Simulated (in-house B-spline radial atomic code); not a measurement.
**Ionising Sr³⁺ with different functionals**

Computed with a radial B-spline atomic code at the basis-set limit: non-relativistic Hamiltonian, point nucleus, spin-polarised at highest spin, spherical fractional occupations for the functionals, the average over the highest-spin determinants for Hartree-Fock. The ionisation energy is the difference of two self-consistent energies, [Ar] 3d10 4s2 4p5 → [Ar] 3d10 4s2 4p4, without Breit or QED terms; ε is the level of the shell that loses the electron (its least bound occupied spin orbital). There is no spin-orbit coupling in this Hamiltonian.

Hybrids are left out here: with spherical fractional occupations of an open shell their exact exchange keeps a self-interaction that integer-occupation calculations don't have.

```
           method          rung  ΔSCF (eV)  -ε(4p) (eV)
     Hartree-Fock  Hartree-Fock      54.97        55.66
         LDA VWN5           LDA      56.53        49.71
         LDA PW92           LDA      56.52        49.70
LDA exchange-only           LDA      54.69        47.98
              PBE           GGA      56.20        49.47
           PBEsol           GGA      56.23        49.48
             BLYP           GGA      56.09        49.31
             RPBE           GGA      56.13        49.42
             PW91           GGA      56.31        49.56
             BP86           GGA      56.36        49.59
             AM05           GGA      56.23        49.48
             OLYP           GGA      56.16        49.50
             TPSS      meta-GGA      56.30        49.61
             SCAN      meta-GGA      56.46        49.87
           r2SCAN      meta-GGA      56.46        49.87
            M06-L      meta-GGA      55.87        49.34
          revTPSS      meta-GGA      56.29        49.62
```

(1) How do they compare with the NIST value?

Answers

(1) NIST lists 56.280 eV ± 0.003 (semi-empirical, ground level to ground level). Errors run from -1.59 to +0.25 eV; revTPSS is closest (+0.01 eV), but part of that can be cancellation, since the calculations leave out relativity, Breit-QED terms, multiplet and fine-structure energies. Hartree-Fock also lacks correlation.
